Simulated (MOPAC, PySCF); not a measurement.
H2BrGaO2, SMILES `[OH][Ga]([OH])[Br]` (H–O–Ga–Br torsion 0°, Br–Ga–O–H torsion 180°), neutral singlet in the gas phase. 

Z-matrix (Å, degrees):
```
Ga
O 1 1.7764
H 2 0.9664 1 111.73
O 1 1.7833 2 119.07 3 -0.11
H 4 0.9653 1 112.89 2 179.89
Br 1 2.2717 2 119.22 3 179.91
```
Charge 0, spin multiplicity 1.

All levels are single points at this geometry (TPSSh-D3(BJ)/def2-TZVP); Pople sets use spherical d functions. Orbital energies aren't observables, and empty levels follow the basis.

B3LYP/3-21G in PySCF gives HOMO (eV) = -7.91.

**Question.** Estimate the HOMO (eV) from each of these levels: TPSSh-D3(BJ)/def2-TZVP in PySCF; B3LYP/6-31G* in PySCF; BP86/6-31G* in PySCF; PBE/6-31G* in PySCF; SVWN5/6-31G* in PySCF; HF/3-21G in PySCF; AM1 in MOPAC; PM7 in MOPAC.

**Answer.** 
```tsv
level	HOMO (eV)
TPSSh-D3(BJ)/def2-TZVP in PySCF	-8.01
B3LYP/6-31G* in PySCF	-8.34
BP86/6-31G* in PySCF	-7.31
PBE/6-31G* in PySCF	-7.19
SVWN5/6-31G* in PySCF	-7.37
HF/3-21G in PySCF	-11.46
AM1 in MOPAC	-11.46
PM7 in MOPAC	-11.04
```
